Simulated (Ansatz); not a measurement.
Species: ZnI, charge 0, multiplicity 2. The spin state was set by rule; other spins were not relaxed. 
Geometry from a B3LYP-D3(BJ)/def2-TZVP (Ansatz, a program for electronic structure) optimisation:
```
Zn
I 1 2.5509
```
Charge 0, spin multiplicity 2.

Total electronic energies in hartree. Cores are frozen in the correlated levels unless marked. UHF or UKS for open shells. Spin-orbit coupling is left out. Frozen are the shells of the preceding noble gas and the d and f shells that filled before the atom's block. Past Kr the def2 sets carry scalar-relativistic core potentials. STO-3G rows are all-electron and non-relativistic. Basis-set limits of correlation are two-point, X^-3; Hartree-Fock from the larger set. The bracket is a focal-point correction in the basis named.

| level | program | energy (Eh) |
|---|---|---|
| HF/def2-TZVPP | Ansatz | -2074.51161 |
| PBE-D3(BJ)/def2-TZVPD | Ansatz + dftd3 | -2076.85038 |
| revPBE-D4/def2-TZVPD | Ansatz + dftd4 | -2077.05540 |
| PBE0/STO-3G | Ansatz | -8611.03618 |
| RI-MP2/def2-TZVPP | Ansatz | -2075.11971 |
| CCSD/def2-SVPD | Ansatz | -2074.63630 |
| RI-MP2/CBS(def2-TZVPPD,def2-QZVPPD)+[CCSD(T)-MP2]/def2-TZVPPD | Ansatz | -2075.2469 |
| RI-MP2/CBS(def2-TZVPP,def2-QZVPP)+[CCSD(T)-MP2]/def2-QZVPP | Ansatz | -2075.2494 |
| CCSD(T)/CBS(def2-TZVPPD,def2-QZVPPD) | Ansatz | -2075.2505 |

Totals of different functionals don't rank their quality; only differences between species are comparable.
